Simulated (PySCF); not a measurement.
C2H10OSi2, SMILES [SiH3][SiH2]CCO. Atoms are numbered in the order given.

```xyz
15

O     -2.9872    -0.7876    -0.0884
C     -1.7739    -0.0904    -0.2727
C     -0.8819    -0.0931     0.9690
Si     0.8102     0.7433     0.7429
Si     2.0165    -0.2605    -1.0102
H     -3.4695    -0.3593     0.6312
H     -1.2619    -0.5979    -1.1072
H     -1.9512     0.9541    -0.6046
H     -1.3970     0.4187     1.8034
H     -0.7169    -1.1348     1.2944
H      0.6280     2.1969     0.4411
H      1.5895     0.6318     2.0126
H      2.1219    -1.7331    -0.7791
H      1.3229    -0.0412    -2.3150
H      3.3941     0.3077    -1.1058
```
Charge 0, spin multiplicity 1.

Geometry optimised at B3LYP-D3(BJ)/def2-SVP. One conformer was computed; it need not be the lowest.

Calculation: PBE/pcSseg-1 in PySCF.

GIAO shieldings, no solvent; atoms listed in one row are averaged. δ = σ(ref) − σ: ¹⁷O against H2O (σ = 334.3 ppm); ¹³C against TMS (σ = 182.0 ppm); ²⁹Si against TMS (σ = 335.4 ppm); ¹H against TMS (σ = 31.49 ppm), references at their B3LYP-D3(BJ)/def2-TZVP geometries, non-relativistic.

Computed chemical shifts:
```tsv
nucleus	atoms	count	δ (ppm)
¹⁷O	O1	1	75.8
¹³C	C2	1	69.9
¹³C	C3	1	21.2
²⁹Si	Si4	1	-77.3
²⁹Si	Si5	1	-114.1
¹H	H12	1	4.29
¹H	H8	1	4.23
¹H	H11	1	4.17
¹H	H7	1	3.91
¹H	H13, H14, H15	3	3.81
¹H	H10	1	1.50
¹H	H9	1	1.34
¹H	H6	1	-0.04
```
